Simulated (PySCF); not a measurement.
## How methods differ on the ionisation energy of Nb²⁺

Nb²⁺ [Kr] 4d3 (4F) → Nb³⁺ [Kr] 4d2 (3F), as a difference of total energies. Computed with PySCF 2.14 in cc-pVTZ-PP with ECP28MDF (5s5p4d2f1g, 63 functions), with scalar relativity through the core potential. Correlated levels: valence: 4s2 4p6 frozen. The calculations carry no spin-orbit coupling.

```
           method  ionisation energy (eV)  difference from reference (eV)
              UHF                  24.231                          -0.809
             TPSS                  25.091                          +0.051
             PBE0                  25.332                          +0.292
    MP2 (valence)                  24.541                          -0.499
SCS-MP2 (valence)                  24.334                          -0.706
```

Reference: 25.04 eV (semi-empirical (NIST evaluation); NIST Atomic Spectra Database, ionization energies).

The reference lies between the lowest fine-structure levels, while these numbers refer to the centres of the terms.

Errors of the correlated levels include the incompleteness of this basis and the frozen core.
